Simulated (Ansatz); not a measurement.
Computed with Ansatz on PBE0-D4/def2-TZVP structures; ΔE is electronic, products minus reactants. CBS: MP2 limit from def2 TZ/QZ plus the TZ coupled-cluster correction, frozen cores. Functionals use def2-TZVPP. Each species was taken in one conformer, which may not be the lowest.

Reaction (ligand exchange at the Si–O bond): `FCO[SiH2]F` + `CO[SiH](O)F` → `CO[SiH](F)O[SiH2]F` + `OCF`

`FCO[SiH2]F`:

Z-matrix (Å, degrees):
```
C
O 1 1.376
F 1 1.375 2 110.5
H 1 1.095 2 111.4 3 119.0
H 1 1.092 2 108.4 3 -118.0
Si 2 1.639 1 127.4 3 -54.4
F 6 1.596 2 109.3 1 -54.9
H 6 1.476 2 112.3 1 63.8
H 6 1.474 2 105.3 1 -171.9
```

`CO[SiH](O)F`:

```xyz
10

C     0.411    0.394   -1.519
O    -0.466   -0.031   -0.496
Si   -0.030   -0.413    1.020
O    -1.366   -0.599    1.916
F     0.885    0.768    1.580
H     1.115   -0.399   -1.791
H     0.976    1.280   -1.215
H    -0.188    0.642   -2.396
H     0.761   -1.648    1.121
H    -2.098    0.004    1.780
```

`CO[SiH](F)O[SiH2]F`:

Z-matrix (Å, degrees):
```
C
O 1 1.413
H 1 1.094 2 111.1
H 1 1.090 2 107.9 3 119.2
H 1 1.095 2 111.4 3 -121.8
Si 2 1.615 1 126.3 3 66.8
O 6 1.623 2 112.2 1 -58.9
F 6 1.583 2 105.8 1 -177.3
H 6 1.471 2 113.1 1 63.6
Si 7 1.621 6 149.9 2 -36.3
F 10 1.596 7 108.6 6 60.6
H 10 1.476 7 108.6 6 177.4
H 10 1.477 7 110.9 6 -57.2
```

`OCF`:

Z-matrix (Å, degrees):
```
C
F 1 1.381
O 1 1.370 2 111.1
H 1 1.091 2 107.8 3 -117.4
H 1 1.096 2 106.3 3 123.2
H 3 0.962 1 109.3 2 70.7
```

```json
{"species": "`FCO[SiH2]F`", "B2PLYP energy (Eh)": "-604.85911"}
{"species": "`CO[SiH](O)F`", "B2PLYP energy (Eh)": "-580.89925"}
{"species": "`CO[SiH](F)O[SiH2]F`", "B2PLYP energy (Eh)": "-970.83857"}
{"species": "`OCF`", "B2PLYP energy (Eh)": "-214.92862"}
```

Work out ΔE.

ΔE = (-970.83857) + (-214.92862) − (-604.85911) − (-580.89925) = -0.00883 Eh = -23.2 kJ/mol. CCSD(T)/CBS gives -25.3 kJ/mol.

Largest T1 diagnostic among the species: 0.012.

The D4 term adds −4.1 kJ/mol with B3LYP and −2.7 kJ/mol with PBE0; it sums over pairs of atoms, weighted by their polarisabilities, and B3LYP, whose exchange is more repulsive, gets the larger term.

B3LYP here is the variant with VWN-RPA as its local correlation; programs differ in this.
